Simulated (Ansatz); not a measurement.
**C5H7BO: where a starting geometry ends**

The starting geometry of this gas-phase singlet was optimised with GFN2-xTB; its bonds are those of `Bc1ccoc1C`.

```xyz
14

C    -2.3915   -0.2442   -0.6157
C    -2.0530    0.5104   -1.7906
C    -0.7108    0.4388   -1.9368
C    -1.1721   -0.7121   -0.1543
C    -0.8267   -1.5531    1.0216
B    -3.7756   -0.4728   -0.0182
O    -0.1677   -0.3041   -0.9433
H    -3.8968   -1.1158    0.9516
H    -4.7152   -0.0035   -0.5325
H    -2.7428    1.0285   -2.4249
H    -0.0339    0.8451   -2.6623
H    -1.1334   -1.0626    1.9436
H    -1.3371   -2.5126    0.9666
H     0.2474   -1.7190    1.0447
```

Task: Predict what becomes of its bonds when it is optimised with B3LYP-D3(BJ)/def2-SVP.

Result: It keeps its bonds, and is `Bc1ccoc1C`.

The energy falls by 0.12 eV over 21 steps:

```tsv
step	E − E(last) (eV)
1	0.121
3	0.040
5	0.039
8	0.037
10	0.029
12	0.013
14	0.007
17	0.001
19	0.000
21	0.000
```

Final geometry (Å):

```xyz
14

C    -2.4089   -0.2803   -0.6538
C    -2.0532    0.5346   -1.8045
C    -0.6997    0.5643   -1.8688
C    -1.1868   -0.6768   -0.1169
C    -0.8197   -1.5136    1.0531
B    -3.7909   -0.6360   -0.1312
O    -0.1679   -0.1746   -0.8395
H    -3.9214   -1.3317    0.8480
H    -4.7810   -0.2269   -0.6889
H    -2.7481    1.0256   -2.4825
H     0.0212    1.0298   -2.5349
H    -0.2082   -0.9386    1.7681
H    -1.7233   -1.8684    1.5631
H    -0.2213   -2.3845    0.7383
```

The end wasn't checked by frequencies. Run with Ansatz 0.2.0, 88 s on 2 threads of Arm Neoverse V1, on a shared host.
